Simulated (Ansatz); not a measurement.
Ansatz (a quantum-chemistry and plane-wave program) job for C₄H₆Si, SMILES C#C[SiH2]C=C, CAM-B3LYP/def2-SVPD. The structure is a stationary point at r2SCAN-D4/def2-SVP. Other conformers were not sampled.

Ansatz 0.2 input:
```yaml
crystal:
  periodic: [false, false, false]
  atoms:
    - {symbol: C, position_ang: [2.47334137, 0.47714592, 1.18438367]}
    - {symbol: C, position_ang: [1.56535945, 0.25942918, 0.39714819]}
    - {symbol: Si, position_ang: [0.18116839, -0.07788139, -0.76233415]}
    - {symbol: C, position_ang: [-1.34909509, -0.59321803, 0.17704995]}
    - {symbol: C, position_ang: [-2.51868126, 0.05908776, 0.09136973]}
    - {symbol: H, position_ang: [3.27485242, 0.67096189, 1.87524304]}
    - {symbol: H, position_ang: [-0.12258392, 1.15491526, -1.54703451]}
    - {symbol: H, position_ang: [0.62586447, -1.15889064, -1.69331798]}
    - {symbol: H, position_ang: [-1.29176129, -1.47613914, 0.83014683]}
    - {symbol: H, position_ang: [-2.64025772, 0.94960641, -0.53788926]}
    - {symbol: H, position_ang: [-3.40801827, -0.26478310, 0.64582084]}
basis:
  gaussian:
    orbitals: def2-SVPD
hamiltonian:
  xc: {name: CAM-B3LYP}
```

Program output:

```
WARN ansatz: RAYON_NUM_THREADS=1 ignored (pool sized by the plan → 1); use --threads N
Functional definition: CAM-B3LYP
integrals: 0.09 GiB planned
1297 factors; their error is unknown
integrals: 0.12 GiB planned
549 factors; integrals over basis functions are off by at most 1.1e-5 eV
mean field: 0.85 GiB planned
mean field evaluation 1: about -12108.3338 eV, gradient 4.3e1 eV
mean field evaluation 2: about -12109.9193 eV, gradient 3.5e1 eV
mean field evaluation 4: about -12113.0842 eV, gradient 2.0e0 eV
mean field evaluation 8: about -12113.0930 eV, gradient 3.2e-2 eV
mean field evaluation 16: about -12113.1143 eV, gradient 2.8e-5 eV
mean field -12113.11431588 eV, -445.1487405449 hartree, gradient 2.8e-5 eV, S^2 0.000000; 0 other end points of the search recorded, 0 dependent functions left out
reference -12113.11446017 eV, -445.1487458474 hartree; 22, 22 occupied and 130, 130 virtual orbitals, 1297 factors
Total energy: -12113.11446017 eV, -445.1487458474 hartree
```

Self-consistency was reached.
